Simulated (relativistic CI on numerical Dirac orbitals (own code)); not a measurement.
## Mn⁴⁺ in a cubic cluster: 3s photoemission with charge transfer

Computed with a charge-transfer multiplet model of a cubic metal-ligand cluster with up to 2 ligand holes, Slater and spin-orbit integrals from Dirac-Coulomb-Breit ions, Slater integrals scaled by 0.9. The ground state mixes d3 with configurations of k ligand holes L, whose averages lie at kΔ + k(k − 1)U_dd/2; a core hole lowers each added d electron by U_cd. 300 K, Lorentzian 1.4 eV and Gaussian 0.8 eV FWHM.

Atomic integrals in eV (Slater integrals scaled, ζ unscaled), ground: F2dd 11.113, F4dd 6.992, zeta_d 0.050; with the core hole: F2dd 11.946, F4dd 7.551, zeta_d 0.058, G2cd 11.594.

Cluster parameters (eV): U_dd = 6.7, U_cd = 8.2, 10Dq = 1.9, 10Dq(ligand) = 0.6, V(eg) = 2, V(t2g) = -0.95, final-state hopping factor = 1.

Weights, n_d and S are thermal averages at 300 K. Binding energies count from the first peak over 30 % of the highest in each spectrum, which can be another peak from case to case. The parameters are a model scan and need not match a compound or its usual spin state. Peaks in eV (height, largest 100): 0.0 (93), 4.6 (55), 7.5 (16), 11.2 (100), 20.3 (23).

(1) Which parameters give this spectrum?
A. Δ = 0.4 eV
B. Δ = 2.4 eV
C. Δ = 3.4 eV

## Answers

(1) C. Δ = 3.4 eV; the ground state then has 3.46 d electrons and S = 1.50. The choice follows from running the model for each set and comparing peak positions and heights. Without intra-shell correlation the exchange splitting of the 3s hole comes out too large. The space is cut while the next configuration still counts.
